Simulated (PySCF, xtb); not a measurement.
Cl3Ge, SMILES [Cl][Ge]([Cl])[Cl] (connectivity only; charge and spin as stated), charge +1, multiplicity 1.

xtb with GFN2-xTB at its own geometry gives an orbital gap of 3.90 eV.

The structure is a stationary point at B3LYP-D3(BJ)/def2-SVP. The spin state was assumed, not searched. The isomer is the one that the SMILES or the coordinates give; other isomers of the formula were not compared.

### Question
What does PBE/def2-TZVPD (PySCF) give? (The exact figures need the calculation; the answer reports its results.)

### Answer
gap 4.00 eV (levels -13.95 and -9.95 eV).
